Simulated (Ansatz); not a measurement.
Ge(eta1-allyl)H3 (C₃H₈Ge). The state is a triplet with charge 0. Geometry r2SCAN-D4/def2-SVP, that of the neutral singlet.

```
atom    x (Å)    y (Å)    z (Å)
 Ge1   0.3149   1.4849  -0.9986
  C2  -0.5165   0.4635   0.4733
  C3  -0.4580  -1.0061   0.2218
  C4   0.3514  -1.8726   0.8465
  H5  -1.5587   0.8170   0.5546
  H6   0.0050   0.7340   1.4062
  H7  -1.1224  -1.3865  -0.5676
  H8   1.0346  -1.5468   1.6393
  H9   0.3535  -2.9351   0.5882
 H10  -0.3514   1.1020  -2.3310
 H11   1.8124   1.1504  -1.0703
 H12   0.1352   2.9952  -0.7623
```

At PBE0-D4/def2-TZVP a singlet of charge 0 lies 4.05 eV below the triplet at the same geometry.

(1) Estimate the α-spin orbital energies around the gap (eV) in Ansatz with PBE-D4/def2-TZVP, r2SCAN-D4/def2-TZVP, PBE0-D4/def2-TZVP.

Results:

(1) 
| orbital | PBE-D4/def2-TZVP | r2SCAN-D4/def2-TZVP | PBE0-D4/def2-TZVP |
| --- | --- | --- | --- |
| HOMO−5 | -8.87 | -9.31 | -10.40 |
| HOMO−4 | -8.52 | -8.88 | -9.97 |
| HOMO−3 | -8.08 | -8.40 | -9.37 |
| HOMO−2 | -8.05 | -8.36 | -9.32 |
| HOMO−1 | -7.02 | -7.43 | -8.39 |
| HOMO | -1.96 | -2.30 | -3.12 |
| LUMO | -0.02 | 0.47 | 0.80 |
| LUMO+1 | 0.53 | 1.03 | 1.47 |
| LUMO+2 | 0.93 | 1.35 | 1.81 |
| LUMO+3 | 1.05 | 1.47 | 1.91 |
| LUMO+4 | 1.26 | 1.97 | 2.12 |
| LUMO+5 | 1.44 | 2.12 | 2.29 |
| β HOMO | -7.97 | -8.23 | -9.17 |
| β LUMO | -5.09 | -4.48 | -3.82 |
